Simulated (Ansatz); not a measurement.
Species: sum formula H3SiO (charge -1, singlet). It need not be the lowest isomer of its formula. Whether it binds its extra electron was not tested at this geometry. 
Geometry from a B3LYP-D3(BJ)/def2-TZVP (Ansatz, a quantum-chemistry and plane-wave program) optimisation:
```xyz
5

Si    -0.6220    -0.0865    -0.1202
O      1.1295    -0.1525     0.0756
H     -1.0236     0.4266     1.3021
H     -0.7635     1.3551    -0.7113
H      1.4594     0.6498     0.4882
```
Charge -1, spin multiplicity 1.

Basis-set convergence of Hartree-Fock and CCSD(T) correlation energies (hartree) with Ansatz. Correlated levels leave the core frozen unless marked. Spin-orbit coupling is left out. No relativistic terms.

```tsv
basis	functions	E(HF)	E(corr, CCSD(T))
def2-SVPD	71	-365.38926	-0.35903
def2-TZVPPD	139	-365.58312	-0.42820
def2-QZVPPD	241	-365.59578	-0.45364
```

Extrapolating the two largest sets (X = 3 and 4) as X^-3: E(corr) = (64·(-0.45364) - 27·(-0.42820))/37 = -0.4722 Eh, an estimate of the basis-set limit. The largest set recovers 96.1 % of it, the smallest 76.0 %.
